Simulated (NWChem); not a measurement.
System meant: CH7AlOSi; SMILES [CH3][AlH][O][SiH3]

NWChem input:

```
start job
memory heap 200 mb stack 900 mb global 1100 mb
geometry units angstroms noautoz
  Al    -0.532084     1.151650     0.274474
  H     -2.012326     1.420677     0.778738
  C      0.742585     2.571923    -0.105505
  H      0.912372     3.194947     0.789471
  H      0.351872     3.250486    -0.883232
  H      1.718502     2.192348    -0.445107
  O     -0.082498    -0.480636     0.070383
  Si     0.188691    -2.096589    -0.073831
  H     -1.030406    -2.880150     0.297434
  H      1.309258    -2.515720     0.823409
  H      0.555727    -2.436404    -1.483157
end
basis spherical
  Al library def2-svp
  H library def2-svp
  C library def2-svp
  O library def2-svp
  Si library def2-svp
end
dft
  xc b3lyp
  iterations 4
  mulliken
end
task dft energy
```

End of the output:

```
    Atom       Charge   Shell Charges
 -----------   ------   -------------------------------------------------------
    1 Al  13    12.45   2.00  1.94  0.56  0.26  5.81  0.92  0.57  0.39
    2 H    1     1.16   0.64  0.51  0.01
    3 C    6     6.31   1.96  0.59  0.35  1.88  1.49  0.04
    4 H    1     0.96   0.62  0.27  0.07
    5 H    1     0.96   0.62  0.27  0.07
    6 H    1     0.96   0.62  0.27  0.07
    7 O    8     8.35   1.97  0.89  0.60  2.76  2.12  0.00
    8 Si  14    13.49   2.00  1.93  0.64  0.33  5.81  1.25  1.08  0.45
    9 H    1     1.12   0.66  0.44  0.02
   10 H    1     1.12   0.66  0.44  0.02
   11 H    1     1.12   0.66  0.44  0.02

 center of mass
 --------------
 x =  -0.04772670 y =  -0.02239075 z =   0.00000834

 moments of inertia (a.u.)
 ------------------
        1054.147899289235           0.000000000000           0.000000000000
           0.000000000000         119.571666651697          -0.000000000000
           0.000000000000          -0.000000000000        1141.294199283681

     Multipole analysis of the density
     ---------------------------------

     L   x y z        total         alpha         beta         nuclear
     -   - - -        -----         -----         ----         -------
     0   0 0 0     -0.000000    -24.000000    -24.000000     48.000000

     1   1 0 0      0.157012      0.078506      0.078506      0.000000
     1   0 1 0      0.339103      0.169552      0.169552     -0.000000
     1   0 0 1     -0.000041     -0.000020     -0.000020      0.000000

     2   2 0 0    -32.964781    -52.434829    -52.434829     71.904877
     2   1 1 0      0.337809     -3.542799     -3.542799      7.423408
     2   1 0 1     -0.000386     -0.000473     -0.000473      0.000560
     2   0 2 0    -30.700606   -316.392145   -316.392145    602.083685
     2   0 1 1      0.000417     -0.000003     -0.000003      0.000423
     2   0 0 2    -28.260720    -22.173761    -22.173761     16.086803

 ------------------------------------------------------------------------
 dft energy failed                                                                                  0
 ------------------------------------------------------------------------
 ------------------------------------------------------------------------
  current input line :
    28: task dft energy
 ------------------------------------------------------------------------
 ------------------------------------------------------------------------
 This type of error is most commonly associated with calculations not reaching convergence criteria
 ------------------------------------------------------------------------
 For more information see the NWChem manual at https://nwchemgit.github.io

0:dft energy failed:Received an Error in Communication
```

What is wrong, and how is it mended?

The run did not converge; its last values are not results. Cause: the SCF was allowed too few iterations. This input runs:
```
start job
memory heap 200 mb stack 900 mb global 1100 mb
geometry units angstroms noautoz
  Al    -0.532084     1.151650     0.274474
  H     -2.012326     1.420677     0.778738
  C      0.742585     2.571923    -0.105505
  H      0.912372     3.194947     0.789471
  H      0.351872     3.250486    -0.883232
  H      1.718502     2.192348    -0.445107
  O     -0.082498    -0.480636     0.070383
  Si     0.188691    -2.096589    -0.073831
  H     -1.030406    -2.880150     0.297434
  H      1.309258    -2.515720     0.823409
  H      0.555727    -2.436404    -1.483157
end
basis spherical
  * library def2-svp
end
dft
  xc b3lyp
  iterations 150
  mulliken
end
task dft energy
```
It converges to -649.34234 Ha (B3LYP/def2-SVP).
